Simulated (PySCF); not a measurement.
Computed IR spectrum (relative IR intensity) of a molecule C₄H₄F₂O₂. Coordinates come from a PBE-D3(BJ)/def2-SVP optimisation. One conformer was computed; it need not be the lowest. All values below come from PySCF 2.14.0 with PBE-D3(BJ)/def2-SVP. No scaling factor is applied to the harmonic values.

Lines under 2 % of the strongest are left out, and lines within 2 cm⁻¹ are merged.

ν (cm⁻¹): 74 (vw), 120 (vw), 433 (w), 447 (vw), 665 (w), 841 (w), 912 (m), 1030 (m), 1072 (w), 1088 (m), 1126 (m), 1165 (w), 1185 (s), 1212 (vs), 1284 (s), 1296 (s), 1354 (m), 1402 (w), 1836 (vs), 2962 (w) (against the strongest line: vs over 80 %, s over 45 %, m over 15 %, w over 4 %, vw less)

Question: Pick the molecule that these values belong to.
A) C[C@@H]1OC(F)(F)C1=O
B) O=C[C@H]1OCC1(F)F
C) FC(F)C1=COCO1
D) O=C1COC(F)(F)C1

Answer: D, O=C1COC(F)(F)C1
